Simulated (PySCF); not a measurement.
Ligands exchanged one at a time, Ga CH3-SH. Isolated molecules, 0 K electronic values unless said otherwise. One relaxed conformer stands for each flexible species; it need not be the lowest. Strings in code marks are SMILES.

The HOMO from two functionals at the same geometries (B3LYP-D3(BJ)/def2-TZVP), both in PySCF: PBE-D3(BJ)/def2-TZVP and M06-2X/def2-TZVP. 

```
species                                                                                            PBE-D3(BJ)/def2-TZVP (eV)  M06-2X/def2-TZVP (eV)
-------------------------------------------------------------------------------------------------  -------------------------  ---------------------
0 of 3 CH3 replaced by SH (`[CH3][Ga]([CH3])[CH3]`)                                                                    -6.19                  -8.55
1 of 3 CH3 replaced by SH (`[CH3][Ga]([CH3])[SH]` (C–Ga–S–H torsion 179°))                                             -6.10                  -8.45
2 of 3 CH3 replaced by SH (`[CH3][Ga]([SH])[SH]` (S–Ga–S–H torsion -180°, S–Ga–S–H torsion 180°))                      -6.13                  -8.49
3 of 3 CH3 replaced by SH (`[Ga]([SH])([SH])[SH]`)                                                                     -6.44                  -8.83
```

Over these rows, drawn at random from the members with no instability flagged (it was tested for open shells, ions and some series alone), PBE minus M06-2X: mean +2.36 eV, from +2.35 eV to +2.39 eV.
